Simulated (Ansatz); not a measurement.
A CCSD(T) single point on `[SiH3]N=C1CC1`.

```yaml
crystal:
  periodic: [false, false, false]
  atoms:
    - {symbol: Si, position_ang: [-2.085467, -0.241461, 0.654516]}
    - {symbol: N, position_ang: [-0.550873, 0.543797, 0.898860]}
    - {symbol: C, position_ang: [0.458032, 0.327399, 0.194481]}
    - {symbol: C, position_ang: [1.856171, 0.654742, -0.041799]}
    - {symbol: C, position_ang: [1.104225, -0.371953, -0.920332]}
    - {symbol: H, position_ang: [-3.102503, 0.811518, 0.407890]}
    - {symbol: H, position_ang: [-2.430088, -0.968133, 1.902438]}
    - {symbol: H, position_ang: [-2.089480, -1.202313, -0.487985]}
    - {symbol: H, position_ang: [2.097451, 1.615976, -0.483960]}
    - {symbol: H, position_ang: [2.602875, 0.276139, 0.648690]}
    - {symbol: H, position_ang: [1.361012, -1.419730, -0.803027]}
    - {symbol: H, position_ang: [0.855645, -0.081081, -1.935773]}
basis:
  gaussian: {orbitals: def2-TZVPP}
correlation: {method: ccsd_t}
```

```sh
$ ansatz run in.yaml --threads 4 --pin off --events-out ev --progress --plain --max-ram 10444MiB
```

The program prints (abridged):

```
Functional definition: HF
1540 factors; integrals over basis functions are off by at most 1.1e-3 eV
mean field evaluation 1: about -12542.5783 eV, gradient 3.6e1 eV
mean field evaluation 2: about -12542.8692 eV, gradient 3.7e1 eV
mean field evaluation 4: about -12546.5686 eV, gradient 5.0e0 eV
mean field evaluation 8: about -12546.6567 eV, gradient 3.9e-1 eV
mean field evaluation 16: about -12546.6582 eV, gradient 2.0e-6 eV
mean field -12546.65821465 eV, -461.0811849580 hartree, gradient 2.0e-6 eV, S^2 0.000000; 0 other end points of the search recorded, 0 dependent functions left out
9 core orbitals not correlated: weight in the atoms' cores, before any rotation towards them, 1.000 or more for the frozen orbitals, at most 0.000 for the correlated occupied ones
reference -12546.65821465 eV, -461.0811849580 hartree; 14, 14 occupied and 241, 241 virtual orbitals, 1540 factors
second order -22.05896611 eV of doubles, -0.00000000 eV of singles
cycle   1  -22.47944057 eV  change   -4.2e-1 eV  update   1.1e-1
cycle   2  -23.10588080 eV  change   -6.3e-1 eV  update   3.3e-2
cycle   3  -23.24072730 eV  change   -1.3e-1 eV  update   1.7e-2
cycle   4  -23.23038389 eV  change    1.0e-2 eV  update   4.2e-3
cycle   5  -23.23107360 eV  change   -6.9e-4 eV  update   2.0e-3
cycle   6  -23.23147070 eV  change   -4.0e-4 eV  update   5.5e-4
cycle   7  -23.23120857 eV  change    2.6e-4 eV  update   2.3e-4
cycle   8  -23.23122160 eV  change   -1.3e-5 eV  update   7.6e-5
cycle   9  -23.23124235 eV  change   -2.1e-5 eV  update   2.4e-5
perturbative correction -1.03974529 eV, -0.0382099346 hartree
Total energy: -12570.92920229 eV, -461.9731273021 hartree
```

Hardware: 4 threads of an Arm Neoverse V1 on a shared host. Wall time 2.8 min, peak host memory 6.5 GiB.

The correlation energy is -24.271 eV, 4.3 % of it from (T); the T1 diagnostic reads 0.0124.
